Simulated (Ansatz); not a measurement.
Geometry optimisation, RHF/def2-SVP in Ansatz 0.2.0.

Input file:

```yaml
crystal:
  periodic: [false, false, false]
  atoms:
    - { symbol: Hf, position_ang: [0.0, 0.0, 0.0] }
    - { symbol: F, position_ang: [0.0, 0.0, 1.98] }
    - { symbol: Cl, position_ang: [2.3764, 0.0, -0.8392] }
    - { symbol: O, position_ang: [-0.975, 1.6891, -0.6893] }
    - { symbol: H, position_ang: [-1.9328, 1.4584, -0.9117] }
    - { symbol: O, position_ang: [-0.975, -1.6891, -0.6893] }
    - { symbol: H, position_ang: [-1.4296, -2.1548, 0.0831] }
basis:
  gaussian: { orbitals: def2-SVP }
hamiltonian:
  xc: hf
relax:
  f_tol: 0.02
  max_steps: 40
```

Command:

```bash
$ ansatz run input.yaml --threads 1 --pin off --max-ram 2048MiB --backend cpu --events-out ev --progress --plain --runs-dir out
```

Where does it end, and by what steps?

It converged. After 7 steps the energy has fallen by 1.321 eV; H5 moved furthest, 0.64 Å.

```
step  energy less start (eV)  largest force component (eV/Å)  accepted
   0                  0.0000                           3.733       yes
   1                 -0.7384                           2.443       yes
   2                 -1.0018                           1.285       yes
   3                 -1.1094                           0.934       yes
   4                 -1.2516                           0.518       yes
   5                 -1.3118                           0.524       yes
   6                 -1.3207                           0.032       yes
   7                 -1.3214                           0.009       yes
```

```xyz
7
Properties=species:S:1:pos:R:3
Hf -0.077 -0.038 0.087
F 0.082 0.253 1.980
Cl 2.116 -0.016 -0.893
O -1.140 1.372 -0.658
H -1.685 2.040 -1.031
O -0.902 -1.743 -0.199
H -1.330 -2.565 -0.353
```

Time of the run: 24 s on 1 thread of Intel(R) Xeon(R) CPU @ 2.60GHz (Ice Lake), on a shared host, peak memory 0.22 GiB.
